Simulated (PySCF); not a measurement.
PySCF job for CH8FN3Si, SMILES N[Si](N)(N)CF, PBE-D3(BJ)/def2-SVP. Geometry optimised at PBE-D3(BJ)/def2-SVP. The structure was generated by enumeration, and PubChem lists no compound with its InChIKey, so it may never have been made. The values are those of a single conformer.

```python
import numpy as np
from pyscf import gto, scf, dft, df
from pyscf.hessian import thermo

mol = gto.M(
    atom='''
    N    -1.85776614    0.06649787    0.54106636
    Si   -0.18843147   -0.31673963    0.21671045
    N    -0.05391710   -1.10477561   -1.32831150
    N     0.31034361   -1.15423427    1.66155874
    C     1.06203181    1.11923766    0.02111544
    F     0.95106909    1.67217110   -1.26945755
    H    -2.11206575    0.50225604    1.43116620
    H    -2.41907786    0.45036457   -0.22195851
    H     0.28669446   -0.51168166   -2.09076342
    H    -0.77092316   -1.75531330   -1.65593844
    H    -0.33525893   -1.85320958    2.03965702
    H     1.26853494   -1.51058653    1.70728692
    H     2.11253696    0.77186795    0.16359109
    H     0.88516467    1.92327570    0.77124272
    ''',
    basis='def2-SVP',
    charge=0,
    spin=0,
    max_memory=1600,
    verbose=3,
)
mf = dft.RKS(mol, xc='pbe').density_fit(auxbasis='def2-universal-jkfit')
mf.disp = 'd3bj'
mf.grids.level = 3
mf.conv_tol = 1e-11
mf.max_cycle = 100
mf.kernel()

# [left out here: the lines that compute and print the analytic Hessian (its translational invariance restored by hand, since the grid's response is missing), thermochemistry and intensities]
```

Program output:

```
[...]
Normal mode                   x     y     z       x     y     z       x     y     z
       0   N                -0.07  0.04  0.03    0.08 -0.02  0.01   -0.04  0.01  0.05
       1  Si                 0.02 -0.10 -0.01   -0.11  0.01 -0.05    0.05  0.00 -0.12
       2   N                 0.03  0.08  0.05    0.03  0.03  0.03   -0.02  0.01  0.09
       3   N                 0.00  0.06 -0.06    0.06 -0.03  0.05   -0.02 -0.04  0.07
       4   C                 0.00  0.02  0.02    0.05 -0.02  0.03   -0.02  0.02  0.02
       5   F                 0.00  0.00 -0.01   -0.01  0.01 -0.02   -0.00 -0.00 -0.00
       6   H                -0.17  0.03  0.00   -0.02 -0.01 -0.03   -0.29  0.03 -0.03
       7   H                -0.04 -0.00 -0.01    0.24 -0.03 -0.11    0.12  0.00 -0.08
       8   H                 0.04 -0.21 -0.16   -0.01 -0.08 -0.06   -0.00  0.16  0.20
       9   H                -0.16  0.11  0.40   -0.08  0.07  0.19    0.03  0.02 -0.01
      10   H                -0.10  0.07 -0.21   -0.09  0.01 -0.11    0.15 -0.11  0.22
      11   H                -0.03 -0.01  0.04    0.01 -0.14  0.31    0.02  0.03 -0.09
      12   H                 0.01  0.00 -0.04    0.09  0.11  0.06   -0.06 -0.11 -0.03
      13   H                 0.09  0.05  0.00   -0.07 -0.00 -0.02    0.05 -0.01  0.05
Mode                                21                  22                  23
Irrep
Freq [cm^-1]                     1011.8944           1189.1805           1254.0323
Reduced mass [au]                   7.7055              1.1055              1.3371
Force const [Dyne/A]                4.6486              0.9211              1.2389
Char temp [K]                    1455.8908           1710.9660           1804.2733
Normal mode                   x     y     z       x     y     z       x     y     z
       0   N                 0.01  0.00  0.00    0.00 -0.00 -0.00   -0.00 -0.00  0.00
       1  Si                -0.02 -0.01 -0.01   -0.01  0.00  0.00    0.01  0.01 -0.01
       2   N                 0.01  0.01  0.02    0.00  0.00 -0.00   -0.00 -0.01 -0.00
       3   N                 0.00 -0.00  0.01    0.00 -0.00  0.00    0.00 -0.00  0.00
       4   C                -0.01  0.09 -0.19   -0.04  0.05  0.02   -0.08 -0.11  0.04
       5   F                 0.01 -0.05  0.13    0.03 -0.03 -0.01    0.02  0.01  0.01
       6   H                -0.01 -0.01 -0.00    0.01  0.00 -0.00   -0.02  0.00 -0.00
       7   H                 0.04 -0.00 -0.02    0.00 -0.00 -0.00   -0.00  0.00  0.00
       8   H                -0.01  0.00  0.00   -0.01 -0.01 -0.01    0.01  0.02  0.02
       9   H                -0.01  0.02  0.02   -0.00  0.00  0.00    0.01 -0.01 -0.00
      10   H                -0.00 -0.00 -0.00   -0.01  0.01 -0.01   -0.01  0.00  0.01
      11   H                -0.00 -0.01  0.02    0.00 -0.00  0.01    0.00 -0.00 -0.00
      12   H                 0.00  0.10 -0.13    0.10  0.30 -0.58    0.17  0.53 -0.26
      13   H                 0.02  0.08 -0.16   -0.02 -0.41  0.54    0.36  0.34 -0.32
Mode                                24                  25                  26
Irrep
Freq [cm^-1]                     1395.3117           1478.9462           1484.9074
Reduced mass [au]                   1.0684              1.1203              1.1260
Force const [Dyne/A]                1.2255              1.4437              1.4628
Char temp [K]                    2007.5429           2127.8743           2136.4511
Normal mode                   x     y     z       x     y     z       x     y     z
       0   N                -0.00 -0.00 -0.00   -0.01  0.00  0.00    0.07 -0.04 -0.01
       1  Si                 0.00  0.00  0.00   -0.00  0.01  0.01   -0.01 -0.00 -0.00
       2   N                -0.00 -0.00 -0.00   -0.01 -0.02 -0.08   -0.00 -0.00 -0.01
       3   N                 0.00  0.00 -0.00    0.00 -0.01  0.00    0.01 -0.02  0.02
       4   C                 0.03 -0.00  0.06    0.00  0.00 -0.01    0.00  0.00 -0.00
       5   F                 0.01  0.00  0.01   -0.00 -0.00  0.00   -0.00 -0.00  0.00
       6   H                 0.01  0.00  0.00    0.05 -0.03  0.03   -0.47  0.28 -0.30
       7   H                 0.00 -0.00 -0.00    0.04 -0.03 -0.05   -0.33  0.31  0.43
       8   H                 0.02  0.01  0.01    0.37  0.38  0.42    0.03  0.02  0.02
       9   H                -0.01 -0.01  0.02   -0.13 -0.20  0.60   -0.01 -0.02  0.04
      10   H                 0.01 -0.00  0.00   -0.04  0.03 -0.02   -0.18  0.11 -0.07
      11   H                -0.00 -0.01  0.00    0.02  0.04 -0.03    0.08  0.18 -0.11
      12   H                -0.00 -0.29 -0.61   -0.00  0.00  0.02   -0.00 -0.01 -0.00
      13   H                -0.55  0.22 -0.34    0.01 -0.02  0.02   -0.01  0.00 -0.00
Mode                                27                  28                  29
Irrep
Freq [cm^-1]                     1494.4411           2937.9763           2998.2422
Reduced mass [au]                   1.1173              1.0587              1.1050
Force const [Dyne/A]                1.4702              5.3843              5.8524
Char temp [K]                    2150.1681           4227.0937           4313.8031
Normal mode                   x     y     z       x     y     z       x     y     z
       0   N                 0.02 -0.01 -0.01    0.00  0.00 -0.00   -0.00  0.00  0.00
       1  Si                -0.00  0.00  0.01   -0.00 -0.00  0.00    0.00 -0.00 -0.00
       2   N                -0.00 -0.00 -0.01   -0.00  0.00  0.00   -0.00  0.00  0.00
       3   N                -0.02  0.06 -0.05    0.00  0.00 -0.00   -0.00  0.00  0.00
       4   C                -0.00 -0.00 -0.00    0.05  0.01  0.03    0.05 -0.06 -0.04
       5   F                 0.00  0.00 -0.00    0.00 -0.00  0.00   -0.00  0.00  0.00
       6   H                -0.16  0.10 -0.11    0.00 -0.00 -0.00   -0.00 -0.00 -0.00
       7   H                -0.13  0.10  0.16    0.00 -0.00  0.00    0.00 -0.00  0.00
       8   H                 0.04  0.04  0.04    0.00 -0.00 -0.00    0.00  0.00  0.00
       9   H                -0.01 -0.03  0.06   -0.00 -0.00 -0.00   -0.00 -0.00 -0.00
      10   H                 0.50 -0.32  0.17   -0.00 -0.00  0.00   -0.00  0.00  0.00
      11   H                -0.22 -0.49  0.34    0.00  0.00 -0.00    0.00  0.00 -0.00
      12   H                 0.00  0.02  0.00   -0.75  0.26 -0.08   -0.50  0.15 -0.06
      13   H                 0.01 -0.01  0.01    0.11 -0.40 -0.36   -0.12  0.58  0.52
Mode                                30                  31                  32
Irrep
Freq [cm^-1]                     3479.8224           3480.8576           3489.2944
Reduced mass [au]                   1.0499              1.0504              1.0502
Force const [Dyne/A]                7.4904              7.4984              7.5338
Char temp [K]                    5006.6897           5008.1791           5020.3178
Normal mode                   x     y     z       x     y     z       x     y     z
       0   N                -0.00  0.00  0.00    0.00 -0.00 -0.00   -0.04  0.04  0.01
       1  Si                -0.00  0.00  0.00   -0.00 -0.00 -0.00    0.00  0.00 -0.00
       2   N                -0.01  0.00 -0.05    0.00 -0.00  0.01    0.00 -0.00  0.00
       3   N                 0.00 -0.01  0.01    0.01 -0.05  0.02    0.00 -0.00  0.00
       4   C                 0.00 -0.00  0.00    0.00  0.00  0.00    0.00 -0.00  0.00
       5   F                 0.00  0.00 -0.00   -0.00 -0.00  0.00   -0.00  0.00 -0.00
       6   H                 0.01 -0.01 -0.02   -0.01  0.02  0.03    0.18 -0.30 -0.66
       7   H                 0.01 -0.01  0.01   -0.01  0.01 -0.02    0.34 -0.21  0.48
       8   H                -0.26 -0.42  0.54    0.07  0.11 -0.14    0.01  0.02 -0.02
       9   H                 0.41  0.39  0.17   -0.11 -0.10 -0.05   -0.02 -0.02 -0.01
      10   H                 0.12  0.12 -0.07    0.45  0.45 -0.26    0.02  0.02 -0.01
      11   H                -0.16  0.05 -0.01   -0.60  0.20 -0.03   -0.02  0.01 -0.00
      12   H                -0.00  0.00 -0.00   -0.00  0.00 -0.00    0.00  0.00 -0.00
      13   H                -0.00 -0.00 -0.00    0.00 -0.00 -0.00   -0.00 -0.00 -0.00
Mode                                33                  34                  35
Irrep
Freq [cm^-1]                     3575.1584           3585.0018           3589.5528
Reduced mass [au]                   1.0941              1.0953              1.0949
Force const [Dyne/A]                8.2393              8.2943              8.3122
Char temp [K]                    5143.8569           5158.0194           5164.5673
Normal mode                   x     y     z       x     y     z       x     y     z
       0   N                 0.00 -0.00  0.00   -0.00  0.00 -0.00   -0.02  0.00 -0.08
       1  Si                -0.00 -0.00  0.00   -0.00 -0.00  0.00   -0.00 -0.00 -0.00
       2   N                -0.00 -0.00  0.00   -0.05 -0.06  0.01    0.00  0.00 -0.00
       3   N                -0.08 -0.01  0.01   -0.00 -0.00 -0.00   -0.00 -0.00  0.00
       4   C                 0.00  0.00  0.00    0.00  0.00 -0.00    0.00 -0.00  0.00
       5   F                -0.00 -0.00  0.00   -0.00 -0.00  0.00    0.00  0.00 -0.00
       6   H                 0.01 -0.01 -0.02   -0.01  0.01  0.02   -0.16  0.26  0.52
       7   H                -0.02  0.01 -0.02    0.02 -0.01  0.03    0.41 -0.27  0.54
       8   H                 0.00  0.00 -0.00    0.19  0.33 -0.45   -0.01 -0.02  0.02
       9   H                 0.00  0.00 -0.00    0.52  0.48  0.24   -0.02 -0.02 -0.01
      10   H                 0.40  0.44 -0.25    0.00  0.00 -0.00    0.02  0.02 -0.01
      11   H                 0.65 -0.25  0.04    0.00 -0.00  0.00    0.03 -0.01  0.00
      12   H                 0.00  0.00 -0.00   -0.00  0.00  0.00    0.00  0.00 -0.00
      13   H                -0.00 -0.00 -0.00   -0.00  0.00  0.00    0.00  0.00 -0.00
temperature 298.1500 [K]
pressure 101325.00 [Pa]
Rotational constants [GHz] 3.52261 1.95963 1.86056
Symmetry number 1
Zero-point energy (ZPE) 0.10585 [Eh]   277900.091 [J/mol]
                           tot       elec      trans        rot        vib
Entropy [J/mol/K]       385.701      0.000    167.275    115.549    102.876
Cv [J/mol/K]            143.378      0.000     12.472     12.472    118.435
Cp [J/mol/K]            151.693      0.000     20.786     12.472    118.435
Internal energy [J/mol]                      3718.434   3718.434 295542.090
Internal energy [Eh]   -595.66235  -595.77775
Enthalpy [J/mol]                             6197.391   3718.434 295542.090
Enthalpy [Eh]          -595.66141
Gibbs free energy [J/mol]                  -43675.760 -30732.636 264869.701
Gibbs free energy [Eh] -595.70521
mode   freq/cm-1   IR/(km/mol)
   1       63.26         0.966
   2      136.91         0.685
   3      182.72         7.328
   4      224.05         2.662
   5      248.14         9.682
   6      267.47         1.186
   7      279.49         5.772
   8      301.73         7.908
   9      361.28         4.386
  10      385.89       108.604
  11      390.70       102.322
  12      419.01       229.529
  13      463.26       173.162
  14      629.84         2.319
  15      700.27         0.046
  16      745.50        14.142
  17      764.78         2.001
  18      802.51         2.680
  19      837.90       113.497
  20      893.47       145.577
  21      918.47       176.104
  22     1011.89        81.948
  23     1189.18         4.210
  24     1254.03         1.474
  25     1395.31         4.793
  26     1478.95        46.217
  27     1484.91        66.559
  28     1494.44        33.467
  29     2937.98        29.605
  30     2998.24        29.069
  31     3479.82         8.722
  32     3480.86        16.215
  33     3489.29        12.353
  34     3575.16        13.837
  35     3585.00        22.629
  36     3589.55        15.831
max |gradient| / (hartree/bohr): 0.00020475396332462565
APT charges: [-0.7845  1.7315 -0.7987 -0.7761  0.1833 -0.4616  0.1557  0.166   0.1748
  0.1685  0.1572  0.1667 -0.0494 -0.0333]
```

The run converged.

Cost: around 4 core-minutes (rough).
